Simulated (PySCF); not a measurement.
SeSn, singlet, geometry from GFN2-xTB (such geometries of metal compounds can be far from the true shape) (all electrons, no relativity); B3LYP5/STO-3G (PySCF).

Input for PySCF:
```python
from pyscf import gto, scf, dft

mol = gto.M(
    atom='''
Sn   -0.000000   -0.000000   -0.946166
Se    0.000000    0.000000    1.391421
''',
    basis='sto-3g',
    charge=0,
    spin=0,
    verbose=4,
)

mf = dft.RKS(mol)
mf.xc = 'b3lyp5'
mf.grids.atom_grid = (99, 590)
mf.grids.prune = None
mf.kernel()
```

What does PySCF print? Leave out banner, timings and long lists.


```
PySCF version 2.14.0

[INPUT] verbose = 4
[INPUT] num. atoms = 2
[INPUT] num. electrons = 84
[INPUT] charge = 0
[INPUT] spin (= nelec alpha-beta = 2S) = 0
[INPUT] symmetry False subgroup None
[INPUT] Mole.unit = angstrom
[INPUT] Symbol           X                Y                Z      unit          X                Y                Z       unit  Magmom
[INPUT]  1 Sn     0.000000000000   0.000000000000  -0.946166000000 AA    0.000000000000   0.000000000000  -1.787994608375 Bohr   0.0
[INPUT]  2 Se     0.000000000000   0.000000000000   1.391421000000 AA    0.000000000000   0.000000000000   2.629404613968 Bohr   0.0

nuclear repulsion = 384.841829871573
number of shells = 19
number of NR pGTOs = 135
number of NR cGTOs = 45
basis = sto-3g
ecp = {}

******** <class 'pyscf.dft.rks.RKS'> ********
method = RKS
initial guess = minao
damping factor = 0
level_shift factor = 0
DIIS = <class 'pyscf.scf.diis.CDIIS'>
diis_start_cycle = 1
diis_space = 8
diis_damp = 0
SCF conv_tol = 1e-09
SCF conv_tol_grad = None
SCF max_cycles = 50
direct_scf = True
direct_scf_tol = 1e-13
XC library pyscf.dft.libxc version 7.1.2
    S. Lehtola, C. Steigemann, M. J. T. Oliveira, and M. A. L. Marques,  SoftwareX 7, 1–5 (2018)
XC functionals = b3lyp5
    P. A. M. Dirac,  Math. Proc. Cambridge Philos. Soc. 26, 376 (1930)
    F. Bloch,  Z. Phys. 57, 545 (1929)
    A. D. Becke,  Phys. Rev. A 38, 3098 (1988)
    C. Lee, W. Yang, and R. G. Parr,  Phys. Rev. B 37, 785 (1988)
    B. Miehlich, A. Savin, H. Stoll, and H. Preuss,  Chem. Phys. Lett. 157, 200 (1989)
    S. H. Vosko, L. Wilk, and M. Nusair,  Can. J. Phys. 58, 1200 (1980)
radial grids:
    Treutler-Ahlrichs [JCP 102, 346 (1995); DOI:10.1063/1.469408] (M4) radial grids

becke partition: Becke, JCP 88, 2547 (1988); DOI:10.1063/1.454033
pruning grids: None
grids dens level: 3
symmetrized grids: False
atomic radii adjust function: <function treutler_atomic_radii_adjust>
User specified grid scheme (99, 590)
small_rho_cutoff = 0
Set gradient conv threshold to 3.16228e-05
Initial guess from minao.
tot grids = 116824
init E= -8320.34551618668
  HOMO = -0.664442803159514  LUMO = -0.503710933921171  gap/eV = 4.37374
cycle= 1 E= -8339.72747307847  delta_E= -19.4  |g|= 0.457  |ddm|= 2.13
  HOMO = -0.078060894325129  LUMO = 0.0888205716170781  gap/eV = 4.54108
cycle= 2 E= -8338.19719191056  delta_E= 1.53  |g|= 1.52  |ddm|= 4.03
  HOMO = -0.128905586428195  LUMO = 0.0397271887688056  gap/eV = 4.58873
cycle= 3 E= -8339.85756432077  delta_E= -1.66  |g|= 0.079  |ddm|= 3.39
  HOMO = -0.133026512991237  LUMO = 0.0360788207577431  gap/eV = 4.60159
cycle= 4 E= -8339.86063277053  delta_E= -0.00307  |g|= 0.0312  |ddm|= 0.106
  HOMO = -0.133753301995693  LUMO = 0.0357873799356221  gap/eV = 4.61344
cycle= 5 E= -8339.86117566496  delta_E= -0.000543  |g|= 0.00441  |ddm|= 0.0582
  HOMO = -0.133673099366717  LUMO = 0.0356406354192302  gap/eV = 4.60726
cycle= 6 E= -8339.86118589878  delta_E= -1.02e-05  |g|= 0.00103  |ddm|= 0.00716
  HOMO = -0.133684541853931  LUMO = 0.0356413014651806  gap/eV = 4.60759
cycle= 7 E= -8339.86118648455  delta_E= -5.86e-07  |g|= 5.11e-05  |ddm|= 0.00208
  HOMO = -0.133684241442556  LUMO = 0.0356404302730338  gap/eV = 4.60756
cycle= 8 E= -8339.86118648594  delta_E= -1.39e-09  |g|= 6.46e-06  |ddm|= 9.14e-05
  HOMO = -0.13368426601396  LUMO = 0.0356403378562736  gap/eV = 4.60756
cycle= 9 E= -8339.86118648595  delta_E= -5.46e-12  |g|= 5.73e-07  |ddm|= 1.21e-05
  HOMO = -0.133684270223537  LUMO = 0.0356402895138744  gap/eV = 4.60756
Extra cycle  E= -8339.86118648598  delta_E= -3.27e-11  |g|= 1.79e-06  |ddm|= 4.9e-06
converged SCF energy = -8339.86118648598
```
